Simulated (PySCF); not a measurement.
# Pb(OH)3: fields on a plane

These are results of UPBE0/[Pb def2-SVP with ECP60, O def2-SVP, H def2-SVP], scalar-relativistic core potentials, density fitting, no spin–orbit coupling, PySCF, not measurements.

The doublet minimum has O–H 0.968 Å (×3), Pb–O 2.131 Å (×3); H–O–Pb 108.8° (×3), O–Pb–O 104.7° (×3).

The plane holds Pb1 at (0.00, 0.00), O2 at (2.13, 0.00), O3 at (-0.54, 2.06) Å. Columns run from x = -2.55 to 4.35 Å, rows from y = 4.35 (top) to -1.95 Å, in steps of 0.3 Å. Other isomers or separated fragments may lie lower. Core electrons replaced by a potential are absent, the electrostatic potential uses the reduced nuclear charge, and values within about 0.7 Å of such atoms have no physical meaning.

Problem. Give the electron localisation function (set to 0 where the density is under 0.005 e/Å³). Lower edges of the bins: '0' 0.000, '1' 0.091, '2' 0.181, '3' 0.272, '4' 0.362, '5' 0.453, '6' 0.543, '7' 0.634, '8' 0.724, '9' 0.815; top 0.91.

Solution. 
```
000000000000000000000000
000000000000000000000000
000000000000000000000000
000011112342000000000000
000244335675200000000000
002577777887300000000000
014799988987300000000000
014799308875100000000000
014799167852000000000000
002589888731000011000000
000246886321001344310000
000012211221114677631000
000012235542137999852000
000233478873159999863000
002344580085169118852000
013444580085168118741000
013454478873258888731000
003454345543236788741000
002455444443222578741000
001244544443101356530000
000123444442100023210000
000012223221000000000000
```

Problem. Give the electrostatic potential (V) (cut at 20 V). Lower edges of the bins (V): '0' -2.18, '1' -2.05, '2' -1.84, '3' -1.51, '4' -0.99, '5' -0.16, '6' 1.15, '7' 3.22, '8' 6.52, '9' 11.73; top 20.0.

Solution. 
```
444444455555555555555555
444444455555555555555555
444444455555555555555555
444334455565555555555555
433223556666555555544444
432125777776655555444444
432037999876655554444444
431059999976555544444444
432269999866555444444444
443358999866655433334444
444457898877654322233444
555567899998765431123344
555678999999876775323344
556679999999979999633344
566789999999989999743444
566789999999989999854444
566679999999989999755444
556678999999877888765555
556667899998766677665555
555666778877666666655555
555566667766666666555555
555555666666655555555555
```

No spin–orbit coupling is included, which matters more the heavier the element.
